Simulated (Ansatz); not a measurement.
The inner images of a band of FH₅HfO₄ (11 atoms, charge 0, multiplicity 1) are given out of order.

Level of theory: RKS B3LYP/def2-SVP (Ansatz).

Initial state:

```xyz
11
Properties=species:S:1:pos:R:3
Hf -0.126 -0.008 0.277
F -0.344 -0.105 2.221
O 1.758 -0.184 -0.397
H 2.125 -0.864 -0.972
O -1.251 1.291 -0.624
H -1.672 2.001 -1.106
O -0.821 -1.736 -0.262
H -1.304 -2.535 -0.470
O 1.208 1.806 1.125
H 2.054 1.493 0.753
H 1.278 1.732 2.089
```

Final state:

```xyz
11
Properties=species:S:1:pos:R:3
Hf 0.257 0.157 -0.042
F -0.803 0.779 2.042
O 1.664 -0.138 -1.346
H 2.126 -0.494 -2.105
O -0.987 1.357 -0.917
H -1.737 1.896 -1.168
O -0.460 -1.618 0.283
H -1.041 -2.295 0.633
O 1.403 0.986 1.462
H 2.322 1.228 1.604
H 0.158 1.032 2.189
```

**Question.** Put them in order from the first end to the last, with their energies above the first end.
A.
```xyz
11
Properties=species:S:1:pos:R:3
Hf 0.172 0.166 0.013
F -0.662 0.607 2.117
O 1.568 -0.101 -1.309
H 2.139 -0.553 -1.932
O -1.081 1.380 -0.823
H -1.629 1.846 -1.454
O -0.533 -1.634 0.216
H -1.124 -2.298 0.572
O 1.419 1.055 1.460
H 2.283 1.455 1.588
H 0.351 0.969 2.185
```
B.
```xyz
11
Properties=species:S:1:pos:R:3
Hf 0.008 0.118 0.057
F -0.716 0.450 1.945
O 1.542 -0.091 -1.157
H 2.142 -0.522 -1.767
O -1.169 1.341 -0.873
H -1.655 1.776 -1.573
O -0.593 -1.742 0.081
H -1.193 -2.286 0.598
O 1.456 1.117 1.481
H 2.292 1.568 1.631
H 0.790 1.163 2.212
```
C.
```xyz
11
Properties=species:S:1:pos:R:3
Hf -0.044 0.111 0.097
F -0.666 0.242 1.997
O 1.677 -0.069 -0.874
H 2.071 -0.572 -1.593
O -1.194 1.304 -0.908
H -1.671 1.705 -1.634
O -0.663 -1.740 -0.074
H -1.227 -2.319 0.447
O 1.354 1.440 1.412
H 2.317 1.477 1.475
H 0.949 1.311 2.288
```
D.
```xyz
11
Properties=species:S:1:pos:R:3
Hf -0.079 0.103 0.163
F -0.524 0.061 2.094
O 1.734 -0.095 -0.652
H 2.012 -0.636 -1.400
O -1.174 1.354 -0.838
H -1.726 1.717 -1.531
O -0.776 -1.685 -0.203
H -1.235 -2.421 0.209
O 1.308 1.619 1.341
H 2.248 1.446 1.178
H 1.116 1.429 2.274
```
E.
```xyz
11
Properties=species:S:1:pos:R:3
Hf -0.109 0.068 0.240
F -0.415 -0.041 2.182
O 1.744 -0.135 -0.500
H 2.049 -0.732 -1.192
O -1.193 1.379 -0.698
H -1.755 1.786 -1.358
O -0.840 -1.661 -0.256
H -1.258 -2.519 -0.172
O 1.275 1.721 1.251
H 2.158 1.465 0.932
H 1.247 1.560 2.206
```

**Answer.** E (+0.4 kcal/mol), D (+2.2 kcal/mol), C (+5.3 kcal/mol), B (+9.0 kcal/mol), A (+17.3 kcal/mol).

The run took 3.6 min on 4 threads of Arm Neoverse V2 (shared host), peak memory 0.32 GiB.
